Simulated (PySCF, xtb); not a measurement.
Be(Br)(Et) (C2H5BeBr), SMILES C[CH2][Be][Br]. Other conformers were not sampled.

Harmonic wavenumbers (cm⁻¹) from GFN2-xTB run with xtb at its own minimum, in rising order: 63, 110, 237, 256, 386, 542, 938, 961, 1016, 1045, 1243, 1279, 1424, 1503, 1516, 1521, 2904, 2940, 2999, 3026, 3034.

Question: What does PBE-D3(BJ)/def2-SVP (PySCF) give at its own minimum? (An estimate is asked for; the answer gives what the named calculation found.)

Answer: 95, 145, 270, 322, 424, 592, 897, 928, 965, 1052, 1197, 1214, 1345, 1362, 1424, 1434, 2933, 2958, 2975, 3034, 3047. Paired by order, the mean absolute difference is 47 cm⁻¹ and the zero-point energies are 41.4 and 40.9 kcal/mol.
